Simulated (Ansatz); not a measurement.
Two isomers of C8H16: A = `CC(C)=CC(C)(C)C`, B = `CC1(C)CCCCC1`.

Computed with Ansatz on PBE0-D4/def2-TZVP structures; ΔE is electronic, products minus reactants. CCSD(T)/CBS adds triple-zeta CCSD(T) − MP2 to the extrapolated MP2 energy (def2 sets, frozen cores). Functionals use def2-TZVPP. B3LYP here is the variant with VWN-RPA as its local correlation; programs differ in this.

(1) Which is lower in electronic energy at CCSD(T)/CBS, and by how much? (Estimate.)

(2) Give E(B) − E(A) in kcal/mol with CCSD(T)/def2-TZVPP, CCSD/def2-TZVPP, ωB97M-V, LDA (SPW92), B3LYP, HF/def2-TZVPP, CCSD(T)/def2-SVP. (An estimate is asked.)

Largest T1 diagnostic: 0.009.

Answers

(1) Computed: B, by 20.3 kcal/mol.

(2) The calculation gave: CCSD(T)/def2-TZVPP -20.3, CCSD/def2-TZVPP -20.9, ωB97M-V -21.0, LDA (SPW92) -25.3, B3LYP -15.1, HF/def2-TZVPP -17.7, CCSD(T)/def2-SVP -22.2. None reverses the order clearly.

From r2SCAN to r2SCAN0 (25 % exact exchange), in def2-TZVPP and without D4, E(B) − E(A) moves by −2.6 kcal/mol. Leaving LDA and LC-ωPBE aside and taking each functional with its dispersion term where it has one, the values, not all of them listed here, spread over 10.6 kcal/mol, from PBE-QIDH to BLYP-D4. LDA lies −7.3 kcal/mol from PBE without D4.
